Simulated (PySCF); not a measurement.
Electronic structure of Pr⁺ (praseodymium, charge +1) at the UHF level

Configuration: [Xe] 4f3 6s1, one real determinant. All numbers are calculated (PySCF 2.14, the spin-free X2C one-electron Hamiltonian (Gaussian nucleus), in cc-pVDZ-X2C (8s7p5d3f1g, 84 functions)).

- Total energy: -9232.869184 hartree
- One-electron energy: -12596.0275 hartree
- Hartree (Coulomb) energy: 3578.4620 hartree
- Exchange energy: -215.3037 hartree
- ⟨S²⟩: 6.0017
- ⟨L²⟩: 34.016
- Sum of ⟨r⟩: 39.19 bohr
- Sum of ⟨r²⟩: 63.64 bohr²
- Traceless quadrupole moment −½Σ⟨3z² − r²⟩ along its main axis: -0.0335 e·bohr²
- Langevin diamagnetic susceptibility: -50.4 ×10⁻⁶ cm³/mol

```
shell  electrons  mean orbital energy (hartree)  spread (hartree)  rms radius, mean of both spins (bohr)
 1s α          1                    -1550.65221                 0                                 0.0275
 1s β          1                    -1550.65057                 0                                 0.0275
 2s α          1                     -253.70387                 0                                  0.111
 2s β          1                     -253.70115                 0                                  0.111
 2p α          3                     -227.03352           0.00148                                 0.0998
 2p β          3                     -227.03172           0.00156                                 0.0998
 3s α          1                      -56.62610                 0                                  0.290
 3s β          1                      -56.57802                 0                                  0.290
 3p α          3                      -47.96151           0.00565                                  0.290
 3p β          3                      -47.90847           0.00983                                  0.290
 3d α          5                      -35.66769           0.01202                                  0.268
 3d β          5                      -35.61014           0.01180                                  0.268
 4s α          1                      -12.22338                 0                                  0.661
 4s β          1                      -12.07522                 0                                  0.661
 4p α          3                       -9.29405           0.00454                                  0.702
 4p β          3                       -9.12932           0.01849                                  0.702
 4d α          5                       -4.97694           0.05602                                  0.786
 4d β          5                       -4.75766           0.02888                                  0.786
 5s α          1                       -2.04178                 0                                   1.63
 5s β          1                       -1.96164                 0                                   1.63
 5p α          3                       -1.23151           0.00319                                   1.89
 5p β          3                       -1.17031           0.00935                                   1.89
 4f α          3                       -0.59642           0.00752                                   1.22
 6s α          1                       -0.36425                 0                                   4.57
```

⟨L²⟩ = 34.02 against 42 for a pure I term, so this real determinant mixes terms. Spin-orbit coupling, absent here, splits the open shell strongly.

Densities and radii are taken from the X2C orbitals without a picture-change correction, which distorts them close to the nucleus.

Spin-orbit constants ζ (cm⁻¹) from the X2C one-electron operator on these orbitals: bare nucleus, nucleus screened by l(l+1)(2l+1)/3 electrons, and screened by the Breit-Pauli mean field of the electrons.

| shell | bare | screened nucleus | mean field |
| --- | --- | --- | --- |
| 2p | 2530000 | 2444000 | n/a |
| 3p | 507000 | 489800 | n/a |
| 3d | 78610 | 65280 | n/a |
| 4p | 105900 | 102300 | n/a |
| 4d | 13500 | 11210 | n/a |
| 4f | 1545 | 811.9 | n/a |
| 5p | 13760 | 13290 | n/a |

To first order the Landé constant is A = 203.0 cm⁻¹, so the lowest level has J = 4 and lies 0.352 eV below the centre of the term. This holds in LS coupling only.
